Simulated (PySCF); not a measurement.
**ORD: `CC#C[C@H]1C[Se][C@@H]1F`, C6H7FSe**

Geometry:
```tsv
atom	x (Å)	y (Å)	z (Å)
C1	3.038	-0.172	-0.254
C2	1.625	-0.124	0.038
C3	0.456	-0.086	0.306
C4	-0.966	-0.039	0.560
C5	-1.641	1.301	0.219
Se6	-3.245	0.422	-0.554
C7	-1.802	-0.943	-0.354
F8	-2.197	-2.107	0.213
H9	3.551	-0.787	0.484
H10	3.199	-0.598	-1.244
H11	3.456	0.834	-0.230
H12	-1.170	-0.317	1.599
H13	-1.858	1.947	1.067
H14	-1.110	1.857	-0.552
H15	-1.340	-1.180	-1.318
```

Computed with TDDFT PBE0/aug-cc-pVDZ circular dichroism and optical rotation, one conformer, gas phase (PySCF 2.14.0). Geometry: GFN2-xTB.

The calculation is non-relativistic, which matters for the atoms heavier than Zn. States above about 6.5 eV (minus the energy of the highest occupied orbital) lie near or above the ionisation threshold and depend on the basis.

Stereocentres: C4 S, C7 S.

**Question.** What is the specific rotation at 633, 589.3, 546, 436, 405, 365, 355 nm?

**Answer.** [α] in deg dm⁻¹ (g/mL)⁻¹:
```csv
λ (nm),origin-invariant length gauge,modified velocity gauge,length gauge (centre of mass),isotropic polarisability (au)
633,+21.4,+21.2,+21.8,104.7
589.3,+22.4,+22.3,+22.9,105.3
546,+22.4,+22.4,+22.9,106.0
436,+1.1,+3.6,+1.9,109.0
405,-25.0,-20.1,-24.1,110.4
365,-117.3,-102.7,-116.2,113.0
355,-168.4,-147.5,-167.2,113.8
```

The shortest wavelength is close to the first absorption, where this undamped response comes out too large.

**Question.** And for the mirror image at 589.3 nm?

**Answer.** -22.4 deg dm⁻¹ (g/mL)⁻¹ (origin-invariant length gauge): the same size and the opposite sign.

**Question.** What is the molar rotation [Φ] = [α]·M/100 of the geometry above at 589.3 nm?

**Answer.** With M = 177.09 g/mol, +39.7 deg cm² dmol⁻¹ (origin-invariant length gauge).

The first excitation lies at 3.90 eV (318 nm) with R = -0.6 × 10⁻⁴⁰ esu² cm² (velocity form).
